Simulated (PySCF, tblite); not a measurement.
Isomers of C2H4F3NSi, one GFN2-xTB conformer each. Single-point energies are computed at PBE0/pcSseg-1 (PySCF, gas phase, no added dispersion term), electronic only.

```
             SMILES  GFN2-xTB relative energy (kJ/mol)
FC(F)(F)/C=N/[SiH3]                                0.0
  C=N[SiH2]C(F)(F)F                               21.5
```

Conformers: `[CH2:1]=[N:2][SiH2:3][C:4]([F:5])([F:6])[F:7]` with C1–N2–Si3–C4 116°.

Q: What does PBE0/pcSseg-1 give for the same structures?

A: 
```csv
SMILES,PBE0/pcSseg-1 E (Eh),PBE0/pcSseg-1 (kJ/mol),GFN2-xTB (kJ/mol),point group
FC(F)(F)/C=N/[SiH3],-721.77376,0.0,0.0,Cs
C=N[SiH2]C(F)(F)F,-721.76852,13.8,21.5,C1
```

Both levels put the same isomer lowest. As drawn, the higher has an Si–C bond, which the lower lacks.

Q: Which frontier levels, dipoles and rotational constants go with these structures?

A: 
| SMILES | HOMO (eV, PBE0/pcSseg-1) | LUMO (eV) | dipole (D) | A, B, C (MHz) |
| --- | --- | --- | --- | --- |
| FC(F)(F)/C=N/[SiH3] | -7.80 | -1.56 | 2.88 | 5184, 973.0, 966.7 |
| C=N[SiH2]C(F)(F)F | -7.51 | -1.46 | 3.83 | 3781, 1401, 1285 |

Q: What happens when harmonic zero-point energies from GFN2-xTB frequencies are added?

A: 
| SMILES | ZPE (kJ/mol) | electronic (kJ/mol) | with ZPE (kJ/mol) |
| --- | --- | --- | --- |
| FC(F)(F)/C=N/[SiH3] | 149.1 | 0.0 | 0.0 |
| C=N[SiH2]C(F)(F)F | 154.3 | 13.8 | 19.0 |

The zero-point energies span 5.2 kJ/mol. The order is unchanged.
